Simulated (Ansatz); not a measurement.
Geometry optimisation, Ansatz 0.2.0, UKS PBE0-D4/def2-SVP.

Input file:

```yaml
crystal:
  periodic: [false, false, false]
  atoms:
    - { symbol: B, position_ang: [0.0981, 1.5333, 0.0091] }
    - { symbol: Si, position_ang: [-0.2906, -0.3293, -0.1449] }
    - { symbol: S, position_ang: [0.9115, -1.3755, 1.2517] }
    - { symbol: Br, position_ang: [0.2756, -1.0095, -2.237] }
    - { symbol: H, position_ang: [0.8404, 1.9752, 0.7602] }
    - { symbol: H, position_ang: [-0.5315, 2.3486, -0.7024] }
    - { symbol: H, position_ang: [0.46286, 0.42318, -0.04989] }
    - { symbol: H, position_ang: [0.465, -2.6057, 0.8587] }
magnetization:
  spin_polarized: true
basis:
  gaussian: { orbitals: def2-SVP }
hamiltonian:
  xc: pbe0
  dispersion: d4
relax:
  f_tol: 0.02
  max_steps: 50
```

Run as:

```bash
$ ansatz run input.yaml --threads 2 --pin off --max-ram 3072MiB --backend cpu --events-out ev --progress --plain --runs-dir out
```

Where does it end, and by what steps?

It converged. After 12 steps the energy has fallen by 6.031 eV; H7 moved furthest, 1.07 Å. The start is strongly strained (largest force component 16 eV/Å), so its close contacts needn't be bonds. Parted: Si2–H7.

| step | energy less start (eV) | largest force component (eV/Å) | accepted |
| --- | --- | --- | --- |
| 0 | 0.0000 | 15.904 | yes |
| 1 | -3.2822 | 7.633 | yes |
| 2 | -4.6585 | 3.061 | yes |
| 3 | -5.2418 | 1.120 | yes |
| 4 | -5.6445 | 0.724 | yes |
| 5 | -5.8894 | 0.547 | yes |
| 6 | -5.9584 | 0.839 | yes |
| 7 | -5.9822 | 0.780 | yes |
| 8 | -6.0282 | 0.124 | yes |
| 9 | -6.0306 | 0.092 | yes |
| 10 | -6.0312 | 0.035 | yes |
| 11 | -6.0314 | 0.027 | yes |
| 12 | -6.0314 | 0.011 | yes |

```xyz
8
Properties=species:S:1:pos:R:3
B 0.150 1.611 0.003
Si -0.108 -0.271 -0.066
S 0.581 -1.635 1.405
Br -0.312 -1.392 -1.970
H 0.324 2.025 1.125
H -0.369 2.240 -0.886
H 1.236 1.063 -0.427
H 0.729 -2.680 0.561
```

The run took 50 s on 2 threads of AMD EPYC 7B13 (Zen 3), with other jobs on the host, peak memory 0.36 GiB.
